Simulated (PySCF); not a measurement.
Computed shifts of a molecule CH5AlOS, B3LYP/pcSseg-1 run with PySCF, GIAO, gas phase, equivalent atoms averaged, in ppm (number of nuclei): ¹H: 4.96 (1), 2.68 (1), 2.62 (3). ¹³C: 12.7 (1). References: ¹H against TMS (σ = 31.68 ppm); ¹⁷O against H2O (σ = 333.8 ppm); ³³S against H2S (σ = 695.8 ppm); ¹³C against TMS (σ = 181.3 ppm), references at their B3LYP-D3(BJ)/def2-TZVP geometries, non-relativistic. Geometry optimised at PBE0-D3(BJ)/def2-SVP. Other conformers were not sampled.

Task: Which structure fits?
A) [CH3][Al]([OH])[SH]
B) C[S][AlH][OH]
C) C[O][AlH][SH]

Result: B, C[S][AlH][OH]
